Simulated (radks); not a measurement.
The germanium anion Ge4-, [Kr], held by a Watson sphere: a shell of charge +4 at radius R that stands for the Madelung well of a crystal (potential energy -4/R inside, -4/r outside, in hartree with lengths in bohr). All-electron calculation, scalar-relativistic Kohn-Sham, LDA (Slater exchange, VWN5 correlation), spin-polarised, spherical densities, finite nucleus; Fermi nuclear charge, rms radius of each element as measured or else 0.836 A^(1/3) + 0.57 fm. Program: a radial shooting solver on a logarithmic mesh with Libxc functionals. Response by self-consistent Sternheimer equations with the Hartree and adiabatic LDA kernel, the relativistic mass of each level held fixed and spin-orbit coupling left out. The sphere does not respond.

| R (bohr) | e(3d) (eV) | e(4s) (eV) | e(4p) (eV) | <r> 4p (bohr) | sum of <r^2> (bohr^2) | X-ray form factor at sin(theta)/lambda = 0.1 1/angstrom | alpha (bohr^3) |
|---|---|---|---|---|---|---|---|
| 2.44 | -28.772 | -14.851 | -7.167 | 2.658 | 70.90 | 31.801 | 46.34 |
| 3.45 | -26.903 | -11.710 | -5.326 | 3.224 | 96.60 | 30.889 | 102.9 |
| 3.67 | -26.764 | -11.250 | -4.998 | 3.350 | 102.9 | 30.713 | 121.9 |
| 4.05 | -26.606 | -10.604 | -4.498 | 3.571 | 114.3 | 30.435 | 162.2 |
| 4.46 | -26.509 | -10.086 | -4.044 | 3.812 | 127.6 | 30.172 | 217.8 |
